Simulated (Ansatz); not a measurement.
The first iterations of a band of ClH3SiZn + FH (8 atoms, charge 0, multiplicity 1).

The calculation used RHF/def2-SVP in Ansatz 0.2.0.

```
movable images  : 7
climbing image  : yes
spring          : 5.0 eV/Å²
optimiser       : quadratic models (default)
start path      : through a guess of the saddle point
force threshold : 0.05 eV/Å
iteration limit : 60
end points      : relaxed
```

Image 0:

```xyz
8
Properties=species:S:1:pos:R:3
Zn 0.437 -1.161 -0.529
Si 0.668 0.714 1.011
Cl 0.653 -2.953 -1.724
H -2.123 0.373 -1.350
F -1.711 -0.423 -1.475
H 2.067 0.984 1.433
H 0.148 1.967 0.389
H -0.138 0.499 2.244
```

Image 8:

```xyz
8
Properties=species:S:1:pos:R:3
Zn -0.725 -1.502 -1.334
Si 0.407 0.993 0.856
Cl 0.410 -3.088 -2.189
H 0.824 -0.083 -0.096
F -1.851 -0.295 -0.713
H 1.645 1.470 1.511
H -0.214 2.094 0.102
H -0.496 0.410 1.864
```

| iteration | highest image above the first end (eV) | largest band force component (eV/Å) |
| --- | --- | --- |
| 1 | 2.143 | 11.475 |
| 2 | 1.925 | 1.604 |
| 3 | 1.864 | 0.637 |
| 4 | 2.113 | 1.332 |
| 5 | 2.067 | 1.252 |
| 6 | 1.877 | 1.469 |
| 7 | 1.667 | 1.467 |
| 8 | 1.357 | 1.351 |

Task: Does the band converge within its limit, and where does its top end?

Result: The run converged. It ended after 26 iterations with the highest image 1.669 eV above the first end. Beside the main top the profile has a ripple of under 15 meV (maxima at images 2, 6), which may be a very shallow well or noise. Neighbouring images differ by up to 1.7 eV, so the band resolves the path poorly. A vibrational analysis at the climbing image gives one clearly imaginary mode, 1735i cm⁻¹: a first-order saddle point. The orbitals stay closed-shell, which can raise the energy where a bond breaks towards radicals; this wasn't checked here.

Time of the run: 3.3 min on 2 threads of Arm Neoverse V2, with other jobs on the host, peak memory 0.21 GiB.
